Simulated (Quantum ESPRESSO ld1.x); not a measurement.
Values are calculated unless marked as measured or tabulated.
Species: Pr XXXVI. Configuration: [Ar] 3d6 (the NIST ground configuration). Code: ld1.x of Quantum ESPRESSO 7.5. Model: Dirac Kohn-Sham, relativistic LDA (MacDonald-Vosko exchange, VWN5 correlation), spin-unpolarised, spherical densities, point nucleus; open shells are shared between the two j in proportion to 2j + 1.

Normalised radial functions P(r) = r R(r) (large component), r in bohr:

```
   r/bohr * 2s1/2, o 3p3/2 (the largest magnitude, 3.26, reaches the edge; | marks zero, & curves that meet)
 0.002276                             o     *
 0.003184                             o       *
  0.00442                             o         *
 0.006136                             |o          *
 0.008518                             |o           *
  0.01183                             | o           *
  0.01642                             |   o        *
  0.02279                             |     o *
  0.03189                             *       o
  0.04427                  *          |         o
  0.06145       *                     |         o
   0.0853  *                          |      o
   0.1184      *                    o |
   0.1644                *o           |
   0.2282           o            *    |
   0.3193              o             *|
   0.4433                      o      *
   0.6154                           o *
   0.8542                             &
```

2s1/2: eigenvalue -8280.3 eV, 1 radial node at r = 0.0315 bohr, <r> = 0.102 bohr, 90 % of the charge inside 0.159 bohr. 3p3/2: eigenvalue -2610.6 eV, 1 radial node at r = 0.112 bohr, <r> = 0.259 bohr, 90 % of the charge inside 0.386 bohr.
